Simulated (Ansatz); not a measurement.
Basis-set series for CH₂BrFO₂Si (`O=CO[SiH](F)Br`). The species carries charge 0 and has multiplicity 1. The structure was optimised at the PBE0-D4/def2-TZVP level. It is one conformer, not always the lowest.

Cartesian coordinates in Å:
```
O -0.410 -1.860 -0.288
C -1.010 -1.086 0.396
O -0.643 0.188 0.591
Si 0.736 0.798 -0.119
F 0.882 2.220 0.554
Br 0.452 1.067 -2.267
H -1.929 -1.318 0.950
H 1.922 -0.009 0.183
```

```
functional       basis  functions  energy (Eh)  HOMO (eV)  LUMO (eV)
   PBE0-D4    def2-SVP        116  -3152.06474      -8.79      -0.62
   PBE0-D4  def2-TZVPP        242  -3152.84032      -8.89      -0.82
   ωB97M-V    def2-SVP        116  -3152.53965     -11.11       1.77
   ωB97M-V  def2-TZVPP        242  -3153.32080     -11.22       1.47
```

Question: Give the rows for def2-QZVPP. (Estimate.)

Answer: Computed: 
```json
{"functional": "PBE0-D4", "basis": "def2-QZVPP", "functions": "447", "energy (Eh)": "-3152.91905", "HOMO (eV)": "-8.91", "LUMO (eV)": "-0.88"}
{"functional": "ωB97M-V", "basis": "def2-QZVPP", "functions": "447", "energy (Eh)": "-3153.39580", "HOMO (eV)": "-11.25", "LUMO (eV)": "1.34"}
```

Positive LUMOs are unbound and depend on the basis. Scalar relativity is left out up to krypton.
